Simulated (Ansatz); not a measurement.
A made-up structure of AlHO₂F (charge -1), closed shell:

```json
{"atom": "O1", "x (Å)": "-1.3117", "y (Å)": "-0.4305", "z (Å)": "1.1596"}
{"atom": "Al2", "x (Å)": "-0.4141", "y (Å)": "-0.0996", "z (Å)": "0.1389"}
{"atom": "O3", "x (Å)": "1.0373", "y (Å)": "0.0994", "z (Å)": "0.5784"}
{"atom": "F4", "x (Å)": "-0.6765", "y (Å)": "0.1387", "z (Å)": "-1.6444"}
{"atom": "H5", "x (Å)": "1.3649", "y (Å)": "0.2920", "z (Å)": "-0.2325"}
```

It is relaxed with PBE-D4/def2-SVPD and then PBE0-D4/def2-TZVPD (Ansatz 0.2.0). Atoms count as bonded within 1.22 times the sum of their covalent radii (H–H: 0.88 Å). The end point is not checked to be a true minimum.

**Question.** Does its bonding change? (A judgement: the text doesn't fix the answer.)

**Answer.** By the calculation: No: no bond forms or breaks.

Where it ends: The first stage lowers the energy by 3.71 eV in 8 steps. It ends as AlHO₂F ([O][Al]([OH])[F]), total charge -1:
O1  (-1.686, -0.512, 1.231)
Al2  (-0.511, -0.123, 0.171)
O3  (1.195, 0.149, 0.457)
F4  (-0.663, 0.120, -1.510)
H5  (1.665, 0.366, -0.349)
(Å)

Labels in which every atom is bracketed show which atoms are joined, not bond orders.

For scale, one of the runs: PBE0-D4/def2-TZVPD relaxation, 172 basis functions, launched by `ansatz run in.yaml --threads 2 --pin off --events-out ev --progress --plain --max-ram 4352MiB`. Hardware: 2 CPU threads of an Arm Neoverse V1, shared host. Wall time about 24 s.
